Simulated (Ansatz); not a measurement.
Nudged elastic band run: CH$_{9}$GeN

Input:

```yaml
crystal:
  periodic: [false, false, false]
  atoms:
    - { symbol: Ge, position_ang: [-1.050174, 0.923206, 0.650268] }
    - { symbol: C, position_ang: [-0.097483, -0.551218, 1.525486] }
    - { symbol: H, position_ang: [-1.884716, 0.394342, -0.527827] }
    - { symbol: H, position_ang: [-1.990025, 1.62295, 1.644291] }
    - { symbol: H, position_ang: [-0.051597, 1.959968, 0.109991] }
    - { symbol: H, position_ang: [1.890123, -0.863026, -1.621031] }
    - { symbol: "N", position_ang: [1.317871, -0.501382, -2.363682] }
    - { symbol: H, position_ang: [0.50591, -0.179333, 2.354676] }
    - { symbol: H, position_ang: [-0.803493, -1.28591, 1.915084] }
    - { symbol: H, position_ang: [0.562159, -1.049878, 0.814718] }
    - { symbol: H, position_ang: [1.181507, 0.479813, -2.195131] }
    - { symbol: H, position_ang: [0.419916, -0.949334, -2.306542] }
magnetization:
  spin_polarized: true
basis:
  gaussian: { orbitals: def2-SVP }
hamiltonian:
  xc: hf
neb:
  order_check: false
  images: 9
  f_tol: 0.05
  max_iterations: 60
  final_atoms:
    - { symbol: Ge, position_ang: [-1.20473775, 1.67528176, -1.07422186] }
    - { symbol: C, position_ang: [1.0342301, -1.65448312, 1.75800093] }
    - { symbol: H, position_ang: [-2.33980485, 1.79988055, -2.09915238] }
    - { symbol: H, position_ang: [-1.81056201, 1.23544223, 0.27450175] }
    - { symbol: H, position_ang: [-0.49568762, 3.02136538, -0.87614953] }
    - { symbol: H, position_ang: [0.68857123, -1.17163494, 0.84572989] }
    - { symbol: "N", position_ang: [0.0300949, 0.50254356, -1.74321384] }
    - { symbol: H, position_ang: [1.43121929, -0.90326708, 2.43942341] }
    - { symbol: H, position_ang: [0.19973807, -2.16932029, 2.23298039] }
    - { symbol: H, position_ang: [1.81557036, -2.37425154, 1.51675097] }
    - { symbol: H, position_ang: [0.92701491, 0.46213478, -1.29708079] }
    - { symbol: H, position_ang: [-0.27564862, -0.4234933, -1.97726795] }
  initial_path:
    images:
      - { positions_ang: [[-1.050174, 0.923206, 0.650268], [-0.097483, -0.551218, 1.525486], [-1.884716, 0.394342, -0.527827], [-1.990025, 1.62295, 1.644291], [-0.051597, 1.959968, 0.109991], [1.890123, -0.863026, -1.621031], [1.317871, -0.501382, -2.363682], [0.50591, -0.179333, 2.354676], [-0.803493, -1.28591, 1.915084], [0.562159, -1.049878, 0.814718], [1.181507, 0.479813, -2.195131], [0.419916, -0.949334, -2.306542]] }
      - { positions_ang: [[-1.00305506, 0.91320737, 0.5197953], [-0.01504666, -0.59239499, 1.44485704], [-1.89931172, 0.41844949, -0.60520735], [-1.90277492, 1.53411351, 1.58082003], [-0.06758025, 2.00519154, 0.03238874], [1.63822774, -0.81691783, -1.34430091], [1.16927951, -0.41962281, -2.18320462], [0.55546432, -0.1675252, 2.26123788], [-0.75349545, -1.27764775, 1.84398884], [0.65836644, -1.15291923, 0.84636636], [1.23014155, 0.45560505, -2.10958031], [0.38978251, -0.89934115, -2.28686002]] }
      - { positions_ang: [[-0.95593612, 0.90320873, 0.3893226], [0.06738967, -0.63357198, 1.36422808], [-1.91390743, 0.44255699, -0.68258769], [-1.81552484, 1.44527702, 1.51734906], [-0.08356351, 2.05041508, -0.04521352], [1.38633247, -0.77080967, -1.06757081], [1.02068802, -0.33786363, -2.00272723], [0.60501864, -0.15571741, 2.16779976], [-0.70349791, -1.2693855, 1.77289369], [0.75457389, -1.25596046, 0.87801473], [1.27877609, 0.43139711, -2.02402962], [0.35964902, -0.84934829, -2.26717803]] }
      - { positions_ang: [[-0.90881718, 0.8932101, 0.2588499], [0.14982601, -0.67474897, 1.28359912], [-1.92850315, 0.46666448, -0.75996804], [-1.72827476, 1.35644053, 1.45387808], [-0.09954676, 2.09563863, -0.12281579], [1.13443721, -0.7247015, -0.79084072], [0.87209652, -0.25610444, -1.82224985], [0.65457296, -0.14390961, 2.07436165], [-0.65350036, -1.26112325, 1.70179853], [0.85078133, -1.35900169, 0.90966309], [1.32741064, 0.40718916, -1.93847893], [0.32951553, -0.79935544, -2.24749605]] }
      - { positions_ang: [[-0.86169824, 0.88321147, 0.1283772], [0.23226235, -0.71592597, 1.20297016], [-1.94309887, 0.49077198, -0.83734838], [-1.64102467, 1.26760404, 1.39040711], [-0.11553001, 2.14086217, -0.20041805], [0.88254195, -0.67859334, -0.51411063], [0.72350503, -0.17434525, -1.64177246], [0.70412728, -0.13210181, 1.98092353], [-0.60350282, -1.252861, 1.63070337], [0.94698878, -1.46204292, 0.94131145], [1.37604518, 0.38298122, -1.85292823], [0.29938204, -0.74936258, -2.22781406]] }
      - { positions_ang: [[-0.8145793, 0.87321284, -0.0020955], [0.31469869, -0.75710296, 1.1223412], [-1.95769458, 0.51487947, -0.91472873], [-1.55377459, 1.17876755, 1.32693614], [-0.13151327, 2.18608571, -0.27802031], [0.63064669, -0.63248517, -0.23738054], [0.57491354, -0.09258606, -1.46129508], [0.7536816, -0.12029401, 1.88748541], [-0.55350527, -1.24459875, 1.55960821], [1.04319622, -1.56508416, 0.97295981], [1.42467973, 0.35877327, -1.76737754], [0.26924855, -0.69936973, -2.20813208]] }
      - { positions_ang: [[-0.89261099, 1.03362662, -0.21652078], [0.45860497, -0.93657899, 1.24947315], [-2.03411664, 0.77187969, -1.15161346], [-1.60513208, 1.19010249, 1.11644926], [-0.20434814, 2.35314164, -0.39764615], [0.6422316, -0.74031513, -0.02075845], [0.46594981, 0.02643986, -1.51767883], [0.88918914, -0.27688863, 1.99787301], [-0.4028566, -1.42954306, 1.69428265], [1.19767105, -1.72691763, 1.08171805], [1.32514676, 0.37944557, -1.67331819], [0.16026912, -0.64419444, -2.16195926]] }
      - { positions_ang: [[-0.97064268, 1.1940404, -0.43094605], [0.60251125, -1.11605502, 1.37660509], [-2.11053869, 1.0288799, -1.38849819], [-1.65648956, 1.20143742, 0.90596238], [-0.27718301, 2.52019758, -0.517272], [0.6538165, -0.84814508, 0.19586363], [0.35698608, 0.14546579, -1.57406258], [1.02469667, -0.43348324, 2.10826061], [-0.25220793, -1.61448736, 1.82895708], [1.35214588, -1.88875111, 1.19047628], [1.2256138, 0.40011787, -1.57925884], [0.05128968, -0.58901916, -2.11578643]] }
      - { positions_ang: [[-1.04867437, 1.35445419, -0.64537132], [0.74641754, -1.29553105, 1.50373704], [-2.18696075, 1.28588012, -1.62538292], [-1.70784704, 1.21277236, 0.69547551], [-0.35001788, 2.68725351, -0.63689784], [0.66540141, -0.95597503, 0.41248572], [0.24802235, 0.26449171, -1.63044633], [1.16020421, -0.59007785, 2.21864821], [-0.10155926, -1.79943167, 1.96363152], [1.50662071, -2.05058458, 1.29923451], [1.12608084, 0.42079018, -1.48519949], [-0.05768975, -0.53384387, -2.0696136]] }
      - { positions_ang: [[-1.12670606, 1.51486797, -0.85979659], [0.89032382, -1.47500708, 1.63086899], [-2.2633828, 1.54288033, -1.86226765], [-1.75920453, 1.2241073, 0.48498863], [-0.42285275, 2.85430944, -0.75652368], [0.67698632, -1.06380499, 0.6291078], [0.13905863, 0.38351764, -1.68683008], [1.29571175, -0.74667246, 2.32903581], [0.0490894, -1.98437598, 2.09830595], [1.66109553, -2.21241806, 1.40799274], [1.02654787, 0.44146248, -1.39114014], [-0.16666919, -0.47866859, -2.02344078]] }
      - { positions_ang: [[-1.20473775, 1.67528176, -1.07422186], [1.0342301, -1.65448312, 1.75800093], [-2.33980485, 1.79988055, -2.09915238], [-1.81056201, 1.23544223, 0.27450175], [-0.49568762, 3.02136538, -0.87614953], [0.68857123, -1.17163494, 0.84572989], [0.0300949, 0.50254356, -1.74321384], [1.43121929, -0.90326708, 2.43942341], [0.19973807, -2.16932029, 2.23298039], [1.81557036, -2.37425154, 1.51675097], [0.92701491, 0.46213478, -1.29708079], [-0.27564862, -0.4234933, -1.97726795]] }
```

Command:

```bash
$ ansatz run input.yaml --threads 2 --pin off --max-ram 3072MiB --backend cpu --events-out ev --progress --plain --runs-dir out
```

Output, in part (warnings, iteration lines, the closing report on the highest movable image, with atoms numbered from 0):

```
NEB end point (image 0): max|allowed force component| = 8.491e-3 eV/Å (the criterion of neb.relax_end_points is 1.000e-2)
NEB end point (image 10): max|allowed force component| = 2.135e-2 eV/Å (the criterion of neb.relax_end_points is 1.000e-2)
NEB iter   1: max|band force component| = 1.710e1 eV/Å  barrier→ = 3.6995 eV  barrier← = 3.9420 eV  Δτ_max = 0.2000 Å  (379 SCF iters)
NEB iter   2: max|band force component| = 4.386e0 eV/Å  barrier→ = 3.5789 eV  barrier← = 3.8213 eV  Δτ_max = 0.2000 Å  (273 SCF iters)
NEB iter   3: max|band force component| = 3.920e0 eV/Å  barrier→ = 3.4405 eV  barrier← = 3.6829 eV  Δτ_max = 0.1959 Å  (273 SCF iters)
NEB iter   4: max|band force component| = 1.754e0 eV/Å  barrier→ = 3.3056 eV  barrier← = 3.5481 eV  Δτ_max = 0.1648 Å  (260 SCF iters)
NEB iter   5: max|band force component| = 1.413e0 eV/Å  barrier→ = 3.1943 eV  barrier← = 3.4367 eV  Δτ_max = 0.1584 Å  (260 SCF iters)
NEB iter   6: max|band force component| = 1.587e0 eV/Å  barrier→ = 2.5801 eV  barrier← = 2.8226 eV  Δτ_max = 0.0842 Å  (264 SCF iters)
NEB iter   7: max|band force component| = 1.676e0 eV/Å  barrier→ = 2.5098 eV  barrier← = 2.7523 eV  Δτ_max = 0.0419 Å  (243 SCF iters)
NEB iter   8: max|band force component| = 2.065e0 eV/Å  barrier→ = 2.4637 eV  barrier← = 2.7062 eV  CI = image 4  Δτ_max = 0.0832 Å  (240 SCF iters)
NEB iter   9: max|band force component| = 1.405e0 eV/Å  barrier→ = 2.6452 eV  barrier← = 2.8877 eV  CI = image 4  Δτ_max = 0.1678 Å  (251 SCF iters)
NEB iter  10: max|band force component| = 1.497e0 eV/Å  barrier→ = 3.2360 eV  barrier← = 3.4785 eV  CI = image 4  Δτ_max = 0.1640 Å  (254 SCF iters)
NEB iter  11: max|band force component| = 1.361e0 eV/Å  barrier→ = 3.5411 eV  barrier← = 3.7836 eV  CI = image 4  Δτ_max = 0.0837 Å  (249 SCF iters)
NEB iter  12: max|band force component| = 9.201e-1 eV/Å  barrier→ = 3.5106 eV  barrier← = 3.7531 eV  CI = image 4  Δτ_max = 0.1510 Å  (243 SCF iters)
NEB iter  13: max|band force component| = 8.804e-1 eV/Å  barrier→ = 3.4505 eV  barrier← = 3.6930 eV  CI = image 4  Δτ_max = 0.1558 Å  (248 SCF iters)
NEB iter  14: max|band force component| = 6.532e-1 eV/Å  barrier→ = 3.4315 eV  barrier← = 3.6740 eV  CI = image 4  Δτ_max = 0.1139 Å  (237 SCF iters)
NEB iter  15: max|band force component| = 2.618e-1 eV/Å  barrier→ = 3.4016 eV  barrier← = 3.6441 eV  CI = image 4  Δτ_max = 0.1571 Å  (238 SCF iters)
NEB iter  16: max|band force component| = 2.416e-1 eV/Å  barrier→ = 3.3737 eV  barrier← = 3.6162 eV  CI = image 4  Δτ_max = 0.0795 Å  (267 SCF iters)
NEB iter  17: max|band force component| = 3.501e-1 eV/Å  barrier→ = 3.3514 eV  barrier← = 3.5939 eV  CI = image 4  Δτ_max = 0.0397 Å  (243 SCF iters)
NEB iter  18: max|band force component| = 3.737e-1 eV/Å  barrier→ = 3.3394 eV  barrier← = 3.5818 eV  CI = image 4  Δτ_max = 0.0793 Å  (242 SCF iters)
NEB iter  19: max|band force component| = 3.448e-1 eV/Å  barrier→ = 3.3130 eV  barrier← = 3.5555 eV  CI = image 4  Δτ_max = 0.1575 Å  (242 SCF iters)
NEB iter  20: max|band force component| = 2.520e-1 eV/Å  barrier→ = 3.2569 eV  barrier← = 3.4994 eV  CI = image 4  Δτ_max = 0.1587 Å  (271 SCF iters)
NEB iter  21: max|band force component| = 2.916e-1 eV/Å  barrier→ = 3.2028 eV  barrier← = 3.4453 eV  CI = image 4  Δτ_max = 0.1594 Å  (268 SCF iters)
NEB iter  22: max|band force component| = 2.883e-1 eV/Å  barrier→ = 3.1588 eV  barrier← = 3.4013 eV  CI = image 4  Δτ_max = 0.1597 Å  (263 SCF iters)
NEB iter  23: max|band force component| = 2.877e-1 eV/Å  barrier→ = 3.1313 eV  barrier← = 3.3738 eV  CI = image 4  Δτ_max = 0.1573 Å  (263 SCF iters)
NEB iter  24: max|band force component| = 3.563e-1 eV/Å  barrier→ = 3.1231 eV  barrier← = 3.3655 eV  CI = image 4  Δτ_max = 0.0788 Å  (244 SCF iters)
NEB iter  25: max|band force component| = 2.274e-1 eV/Å  barrier→ = 3.1185 eV  barrier← = 3.3610 eV  CI = image 4  Δτ_max = 0.0790 Å  (243 SCF iters)
NEB iter  26: max|band force component| = 1.891e-1 eV/Å  barrier→ = 3.1132 eV  barrier← = 3.3556 eV  CI = image 4  Δτ_max = 0.0540 Å  (242 SCF iters)
NEB iter  27: max|band force component| = 9.280e-2 eV/Å  barrier→ = 3.1132 eV  barrier← = 3.3556 eV  CI = image 4  Δτ_max = 0.0476 Å  (243 SCF iters)
NEB iter  28: max|band force component| = 7.146e-2 eV/Å  barrier→ = 3.1129 eV  barrier← = 3.3553 eV  CI = image 4  Δτ_max = 0.0356 Å  (224 SCF iters)
NEB iter  29: max|band force component| = 9.797e-2 eV/Å  barrier→ = 3.1123 eV  barrier← = 3.3548 eV  CI = image 4  Δτ_max = 0.0178 Å  (225 SCF iters)
NEB iter  30: max|band force component| = 7.664e-2 eV/Å  barrier→ = 3.1120 eV  barrier← = 3.3544 eV  CI = image 4  Δτ_max = 0.0178 Å  (229 SCF iters)
NEB iter  31: max|band force component| = 5.573e-2 eV/Å  barrier→ = 3.1117 eV  barrier← = 3.3541 eV  CI = image 4  Δτ_max = 0.0328 Å  (224 SCF iters)
NEB iter  32: max|band force component| = 2.361e-2 eV/Å  barrier→ = 3.1113 eV  barrier← = 3.3538 eV  CI = image 4  Δτ_max = 0.0000 Å  (518 SCF iters)
Total energy: -59115.77430995 eV, -2172.4646357796 hartree
Atom 0 at    -0.789810     1.004808    -0.252254 Å, force    -0.003773     0.010104     0.017644 eV/Å
Atom 1 at     0.589755    -0.718316     1.324306 Å, force     0.002774     0.002457    -0.005494 eV/Å
Atom 2 at    -1.484554     1.738648    -1.442771 Å, force    -0.001760     0.003171    -0.006067 eV/Å
Atom 3 at    -1.915458     0.381505     0.552990 Å, force    -0.003607    -0.001860     0.000542 eV/Å
Atom 4 at     0.144987     2.026832     0.368949 Å, force     0.001266     0.001236     0.001122 eV/Å
Atom 5 at     0.591242    -0.695480    -0.434716 Å, force    -0.004853     0.001964     0.023545 eV/Å
Atom 6 at     0.207786    -0.288723    -1.371497 Å, force     0.013926    -0.022798    -0.022698 eV/Å
Atom 7 at     0.441417     0.011981     2.131201 Å, force    -0.001296    -0.004165    -0.001956 eV/Å
Atom 8 at     0.006499    -1.608082     1.607247 Å, force     0.002400     0.000597    -0.000964 eV/Å
Atom 9 at     1.650382    -1.009852     1.387133 Å, force     0.000408     0.002149     0.001712 eV/Å
Atom 10 at     0.912413     0.102317    -1.978824 Å, force    -0.004669    -0.000313    -0.002886 eV/Å
Atom 11 at    -0.354660    -0.945439    -1.891463 Å, force    -0.000814     0.007457    -0.004500 eV/Å
Dipole moment:    -0.095661     0.096302    -1.002018 e Å
```

It converged. Neighbouring images differ by up to 2.7 eV, so the band resolves the path poorly. A vibrational analysis at the climbing image gives one clearly imaginary mode, 681i cm⁻¹: a first-order saddle point. The orbitals were unrestricted but ended closed-shell.

Final band (atoms are numbered from 1 in the order of the input):

```
image  path coordinate (Å)  energy (eV)  Ge1–C2 (Å)  H6–N7 (Å)  Ge1–N7 (Å)
    0                 0.00         0.00        1.96       1.00        4.09
    1                 1.39         0.02        1.96       1.00        4.21
    2                 2.78         0.12        1.97       1.00        3.75
    3                 4.17         1.35        2.07       1.00        2.51
    4                 5.57         3.11        2.71       1.09        1.98
    5                 6.46         0.40        3.10       1.91        1.85
    6                 7.36        -0.13        3.62       2.61        1.83
    7                 8.25        -0.21        4.06       3.01        1.83
    8                 9.14        -0.23        4.42       3.18        1.83
    9                10.04        -0.24        4.59       3.17        1.83
   10                10.93        -0.24        4.91       3.15        1.83
```

Time of the run: 8.7 min on 2 threads of Intel(R) Xeon(R) CPU @ 2.80GHz (Skylake/Cascade Lake) (shared host), peak memory 0.32 GiB.
